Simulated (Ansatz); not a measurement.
Geometry optimisation, Ansatz, RKS PBE/def2-SVP.

Input file:

```yaml
crystal:
  periodic: [false, false, false]
  atoms:
    - { symbol: Sn, position_ang: [0.0, 0.0, 0.0] }
    - { symbol: H, position_ang: [0.0, 0.0, 1.74] }
    - { symbol: H, position_ang: [1.6408, 0.0, -0.5794] }
    - { symbol: Cl, position_ang: [-1.1351, 1.9666, -0.8025] }
    - { symbol: Cl, position_ang: [-1.1351, -1.9666, -0.8025] }
basis:
  gaussian: { orbitals: def2-SVP }
hamiltonian:
  xc: pbe
relax:
  f_tol: 0.02
  max_steps: 40
```

Command:

```bash
$ ansatz run input.yaml --threads 1 --pin off --max-ram 2048MiB --backend cpu --events-out ev --progress --plain --runs-dir out
```

Question: Where does it end, and by what steps?

Answer: The forces met the threshold. After 3 steps the energy has fallen by 0.063 eV; H3 moved furthest, 0.09 Å.

```json
{"step": "0", "energy less start (eV)": "0.0000", "largest force component (eV/Å)": "0.518", "accepted": "yes"}
{"step": "1", "energy less start (eV)": "-0.0198", "largest force component (eV/Å)": "0.335", "accepted": "yes"}
{"step": "2", "energy less start (eV)": "-0.0633", "largest force component (eV/Å)": "0.043", "accepted": "yes"}
{"step": "3", "energy less start (eV)": "-0.0634", "largest force component (eV/Å)": "0.009", "accepted": "yes"}
```

```xyz
5
Properties=species:S:1:pos:R:3
Sn 0.044 0.000 0.032
H -0.094 0.000 1.746
H 1.615 0.000 -0.670
Cl -1.098 1.908 -0.776
Cl -1.098 -1.908 -0.776
```

Whether the end is a true minimum wasn't checked by a vibrational analysis.

Run time: 9.2 s on 1 thread of Arm Neoverse V2 (shared host), peak memory 0.11 GiB.
